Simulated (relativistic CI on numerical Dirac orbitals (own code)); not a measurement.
W²⁺ (5d4) in a crystal field

Calculated by Dirac-Coulomb-Breit CI, separate exchange-only KLI orbitals for each configuration, model QED (radiative potential, 1s self-energy scaled to tabulated hydrogen-like ionisation energies), valence Slater integrals scaled by 0.8, one configuration in a parametric crystal field (own radial code).

Field parameters in Wybourne normalisation: D4h B²₀ = −7Ds, B⁴₀ = 21(Dq − Dt), B⁴₄ = 21√(5/14) Dq. The field is a parameter set, without covalency.

S is read from ⟨S²⟩ = S(S + 1).

Levels (cm⁻¹, degeneracy): 0 (1), 1178 (2), 5269 (1), 5430 (1), 5921 (1), 5969 (1), 6328 (2), 7564 (1), 7615 (1), 7681 (1), 7686 (2), 8654 (1).

Problem. Which field gives this pattern?
A. D4h, 10Dq = 18850, Ds = -1500, Dt = 660 cm⁻¹
B. D4h, 10Dq = 18850, Ds = -1090, Dt = 660 cm⁻¹
C. D4h, 10Dq = 18850, Ds = 3000, Dt = 660 cm⁻¹
D. D4h, 10Dq = 18850, Ds = 2180, Dt = 660 cm⁻¹

Solution. B. D4h, 10Dq = 18850, Ds = -1090, Dt = 660 cm⁻¹, ground level with S = 1.14.
